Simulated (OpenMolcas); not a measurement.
## V2+, Nb2+, Ta2+: d³ down the group

| Item | Value |
| --- | --- |
| Program | OpenMolcas 26.06 |
| Method | SS-CASPT2, IPEA 0.25 Eh, imaginary shift 0.1 Eh |
| Basis | ANO-RCC-VQZP |
| Scalar Hamiltonian | DKH2, point nucleus |
| Spin-orbit coupling | state interaction with AMFI integrals over the reference wave functions, term energies averaged over their components |

Active space for each ion: 3 electrons in 10 orbitals (d d); closed shells correlated by CASPT2: V2+ 3s 3p; Nb2+ 4s 4p; Ta2+ 5s 5p.

Computed levels in cm-1 above ⁴F_3/2:

```csv
Level,V2+,Nb2+,Ta2+
⁴F_5/2,157,518,2730
⁴F_7/2,372,1182,5230
⁴F_9/2,641,1951,7260
²G_7/2,11810,9230,12060
⁴P_1/2,11880,8640,14680
⁴P_3/2,11950,8480,15080
⁴P_5/2,12140,9880,14410
²P_1/2,15320,10040,9440
²D_5/2(1),16580,13480,18380
weight of ⁴F in the lowest level (%),100,99,88
```

Mixed levels, with the weight of the term that names them: Nb2+ ⁴P_1/2 (62 %), Nb2+ ⁴P_3/2 (54 %), Nb2+ ²P_1/2 (62 %), Ta2+ ⁴P_1/2 (54 %), Ta2+ ⁴P_3/2 (52 %), Ta2+ ²P_1/2 (54 %).

Measured, with the error of the calculation in %. Measured levels: V2+ from Sugar and Corliss, J. Phys. Chem. Ref. Data 7, 1191 (1978); Nb2+ from the list in Shadmi, J. Res. Natl. Bur. Stand. 70A, 435 (1966).

```tsv
Level	V2+	Nb2+
⁴F_5/2	146 (+7.7)	516 (+0.4)
⁴F_7/2	342 (+8.9)	1177 (+0.5)
⁴F_9/2	584 (+9.8)	1939 (+0.6)
²G_7/2	11966 (-1.3)	9236 (-0.1)
⁴P_1/2	11514 (+3.1)	8664 (-0.2)
⁴P_3/2	11592 (+3.1)	
⁴P_5/2	11770 (+3.1)	9594 (+3.0)
²P_1/2	15580 (-1.7)	
²D_5/2(1)	16375 (+1.3)	13094 (+2.9)
```

The fine-structure level ⁴F_9/2 changes by a factor of 11.3 from V2+ to Ta2+.

Without spin-orbit coupling ²G lies 11580, 8440, 7670 cm-1 above ⁴F in that order; the difference to the level ²G_7/2, of either sign, comes from spin-orbit coupling, which also lowers the zero.

CASPT2 breaks the degeneracy within a term, and the mean is taken; among the terms shown or strongly mixed into the levels shown the widest spread is 600 cm-1 (3d³ ⁴F, V2+). Active for correlation alone: 4d; no level in the range computed is led by a configuration that fills it, so any true level of that kind is missing (holds for V2+). Active for correlation alone: 5d; no level in the range computed is led by a configuration that fills it, so any true level of that kind is missing (holds for Nb2+). Active for correlation alone: 6d; no level in the range computed is led by a configuration that fills it, so any true level of that kind is missing (holds for Ta2+). Computed and measured levels are paired by configuration, term and J; levels that our copy of the source lacks, or whose pairing is in doubt (as where it misses far off the trend of its configuration), stay unpaired and out of the deviations. Levels of configurations outside the active space are missing.

A number in round brackets counts repeated terms of one configuration in the order of the reference energies.
